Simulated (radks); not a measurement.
All-electron atom: Ca11+ in [He] 2s2 2p5 (the NIST ground configuration). All-electron calculation, non-relativistic Kohn-Sham, LB94 model potential, spin-polarised, spherical densities, point nucleus; open shells are filled with parallel spins first. Program: a radial shooting solver on a logarithmic mesh with Libxc functionals. Some entries of the table are withheld. Estimate them.

orbital,occ.,eigenvalue (hartree),<r^2> (bohr^2)
1s down,1,-158.8633,(1)
1s up,1,-158.8239,(2)
2s up,1,-26.59872,(3)
2s down,1,-26.41739,(4)
2p up,3,-24.05352,0.1202
2p down,2,-23.87491,0.1207

Answer. 
(1) 1s down <r^2> (bohr^2): 0.007948
(2) 1s up <r^2> (bohr^2): 0.007956
(3) 2s up <r^2> (bohr^2): 0.1485
(4) 2s down <r^2> (bohr^2): 0.1492
